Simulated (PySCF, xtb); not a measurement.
Te(Cl)(OSiH3) (ClH3OSiTe), SMILES O([SiH3])[Te]Cl.

Geometry optimised at B3LYP-D3(BJ)/def2-SVP. This is a generated structure with no PubChem entry under its InChIKey; it may be hypothetical. The def2 effective core potentials stand for the cores of Te; spin–orbit coupling is left out. Other conformers were not sampled.

These are C-PCM-B3LYP/def2-SVP (PySCF) values and carry that method's errors.

The values are the electrostatic part of the solvation free energy, E(continuum) − E(gas) at the gas-phase geometry, in a cavity of scaled van der Waals radii (PySCF's table); cavitation and dispersion terms are not included. In vacuum the orbital gap is 3.42 eV. The dipole moment in vacuum is 1.87 D.

Estimate the values in water (ε = 78.36), n-hexane (ε = 1.88), methanol (ε = 32.61). (The exact figures need the calculation; the answer reports its results.)


```tsv
solvent	ε	ΔG(elec) (kcal/mol)	dipole (D)	gap (eV)
water	78.36	-3.5	2.57	3.52
n-hexane	1.88	-1.5	2.15	3.47
methanol	32.61	-3.4	2.55	3.51
```

For comparison, GFN2-xTB/ALPB(water) (xtb, at the GFN2-xTB geometry, all terms of that model) gives -0.7 kcal/mol.
